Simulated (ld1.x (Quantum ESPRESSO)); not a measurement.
# An all-electron radial function and its pseudo partner (Cu (Z = 29))

Columns: radius, all-electron u(r) and pseudo u(r) of the 4p shell (level -1.27 eV) of copper in the configuration [Ar] 3d10 4s0.5 4p0.5; PBE, scalar-relativistic, ultrasoft scheme, ld1.x (Quantum ESPRESSO) 7.5.

| r (bohr) | all-electron | pseudo |
| --- | --- | --- |
| 0.128 | 0.0816 | 0.0027 |
| 0.255 | -0.0005 | 0.0106 |
| 0.382 | -0.0977 | 0.0234 |
| 0.510 | -0.1386 | 0.0408 |
| 0.638 | -0.1286 | 0.0620 |
| 0.765 | -0.0891 | 0.0862 |
| 0.893 | -0.0358 | 0.1129 |
| 1.020 | 0.0209 | 0.1410 |
| 1.148 | 0.0768 | 0.1700 |
| 1.275 | 0.1287 | 0.1988 |
| 1.402 | 0.1760 | 0.2272 |
| 1.530 | 0.2189 | 0.2547 |
| 1.658 | 0.2569 | 0.2810 |
| 1.785 | 0.2900 | 0.3054 |
| 1.912 | 0.3191 | 0.3281 |
| 2.040 | 0.3445 | 0.3491 |
| 2.168 | 0.3663 | 0.3683 |
| 2.295 | 0.3849 | 0.3855 |
| 2.422 | 0.4005 | 0.4006 |
| 2.550 | 0.4137 | 0.4137 |
| 2.678 | 0.4244 | 0.4244 |
| 2.805 | 0.4330 | 0.4330 |
| 2.932 | 0.4397 | 0.4397 |
| 3.060 | 0.4447 | 0.4447 |
| 3.188 | 0.4481 | 0.4481 |
| 3.315 | 0.4501 | 0.4501 |

(1) How many radial nodes do the two functions have?

(2) At about which radius was the pseudo-wave matched?

(3) Is the pseudo-wave norm-conserving?

Answers

(1) The all-electron 4p function has n − l − 1 = 2; the pseudo-wave has 0, since the states of the same l below it are removed with the core.

(2) 2.55 bohr. The columns agree to 0.0005 from 2.42 bohr on; several derivatives are matched, so the curves merge somewhat inside the radius.

(3) No, it belongs to an ultrasoft set: the norm inside the radius is not constrained, and the difference is carried by the augmentation charge.
